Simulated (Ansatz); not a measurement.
Program: Ansatz. Geometries: PBE0-D4/def2-TZVP. ΔE: electronic, gas phase. CCSD(T)/CBS is the MP2 limit (def2-TZVPP, def2-QZVPP) plus CCSD(T) − MP2 in def2-TZVPP, frozen cores. This one scheme is used for every species, atoms too. Functionals use def2-TZVPP. Open shells (•) are unrestricted, without spin–orbit coupling. Spin–orbit coupling would lower the free atoms: a little for C, F, O; clearly for Ge. Bonds to Ge are less sure, by a few kJ/mol each and by 10 to 20 or more in all where they break to atoms, as the def2 sets lack core-valence functions. Scalar relativity is left out up to krypton. One conformer a species, not always the lowest.

Consider the atomization: `OC(F)[O][GeH3]` → C• + F• + Ge• + 5 H• + 2 O•.

`OC(F)[O][GeH3]`:

```xyz
10

O     0.089    0.002   -1.517
C     0.985   -0.420   -0.553
F     1.847    0.641   -0.292
O     0.327   -0.786    0.553
Ge   -1.102    0.184    1.105
H     0.576    0.431   -2.228
H     1.625   -1.241   -0.897
H    -0.796    1.679    0.976
H    -2.328   -0.233    0.286
H    -1.222   -0.258    2.566
```

```csv
level,ΔE (kJ/mol)
PBE-D4,3553.2
PBE0-D4,3454.8
ωB97M-V,3481.2
B2PLYP,3432.9
SCS-MP2/def2-TZVPP,3447.3
CCSD/def2-TZVPP,3342.4
MP2/def2-QZVPP,3534.0
SCS-MP2/def2-QZVPP,3507.3
```

Q: What does CCSD(T)/CBS give? (Best estimate.)

A: Ansatz gave: +3493.3 kJ/mol. The listed levels differ from it by 59.9, -38.5, -12.1, -60.4, -46.0, -150.9, 40.7, 14.0 kJ/mol.

Largest T1 diagnostic among the species: 0.012.

In def2-TZVPP, CCSD(T) changes the Hartree–Fock value by +1026.5 kJ/mol (the triples alone add +61.7 kJ/mol) and MP2 by +1104.0 kJ/mol; breaking electron pairs costs correlation energy, which Hartree–Fock lacks. From PBE to PBE0 (25 % exact exchange), in def2-TZVPP and without D4, ΔE moves by −95.5 kJ/mol: exact exchange takes away binding that semilocal exchange gives to molecules.

For atomizations the MP2-based limit and the directly extrapolated one differ by several kJ/mol either way, and by 10 to 25 for some Ge, Se and Sn compounds, so smaller differences from it don't rank the levels.
